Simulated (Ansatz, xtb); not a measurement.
# Relative energy of two isomers of HNOSe

Structure I: `O=N[SeH]`, a singlet. Structure II: `N=[Se]=O`, a singlet. Both are isolated molecules in the gas phase, relaxed with PBE-D3(BJ)/def2-SVP; the shapes shown needn't be the lowest conformers.

I (Å):

```xyz
4

N    -1.9650   -0.2213    0.6402
O    -2.7239   -1.0729    0.3918
Se   -2.1435    1.6008   -0.4514
H    -0.9872    2.0653    0.3526
```

II (Å):

```
atom    x (Å)    y (Å)    z (Å)
   N  -0.4357  -0.8301  -1.2691
   O  -3.0833  -1.6970  -0.6327
  Se  -1.5323  -1.4658  -0.1265
   H  -0.9072  -0.6612  -2.1828
```

Energies in hartree; the thermal terms are from PBE-D3(BJ)/def2-SVP harmonic frequencies (ideal gas, rigid rotor, one conformer each, 298.15 K, 1 atm) and include the zero-point energy:

```
                                 I            II
E, CCSD(T)/def2-TZVPP  −2530.436353  −2530.452925
    zero-point energy      0.013635      0.016035
         H(298 K) − E      0.018596      0.020498
         G(298 K) − E     −0.013408     −0.010456
```

Question: Work out ΔE, ΔE₀, ΔH and ΔG for I → II in kJ/mol (1 Eh = 2625.50 kJ/mol) and the equilibrium ratio [II]/[I].

Answer: 1. ΔE = −2530.452925 − (−2530.436353) = −0.016572 Eh = −43.51 kJ/mol.
2. ΔE₀ = ΔE + ΔZPE = −0.016572 + (+0.002400) Eh = −37.21 kJ/mol.
3. ΔH = ΔE + (+0.001902) Eh = −38.52 kJ/mol.
4. ΔG = ΔE + (+0.002952) Eh = −35.76 kJ/mol, so ΔS = (ΔH − ΔG)/T = −9.2 J/(mol K).
5. kT = 0.9442 mEh, so K = [II]/[I] = exp(−ΔG/kT) = exp(+14.43) ≈ 1.8 × 10^6.

Structure II is favoured at this temperature. An error of 4 kJ/mol in ΔG would change K by a factor of 5. HF/def2-TZVPP found them nearly level. HF/STO-3G, r2SCAN-D4/def2-SVP, PBE-D3(BJ)/def2-SVP gave ΔE the other sign. Large T1 diagnostics make the coupled-cluster value less sure. Mirror images and further conformers aren't counted.

As drawn, II has 1 N=Se, 1 O=Se, 1 N–H in place of 1 N=O, 1 N–Se, 1 Se–H.

Other levels gave ΔE = −71.1 (GFN2-xTB); +406.8 (HF/STO-3G, GFN2-xTB geometries); +4.1 (r2SCAN-D4/def2-SVP, GFN2-xTB geometries); +22.1 (PBE-D3(BJ)/def2-SVP); +1.0 (HF/def2-TZVPP); −87.5 (MP2/def2-TZVPP) kJ/mol. The correlated steps freeze 11 core orbitals; the filled d shell of Se is correlated, in a basis made for valence electrons. Programs: Ansatz 0.2.0, xtb 6.7.1.
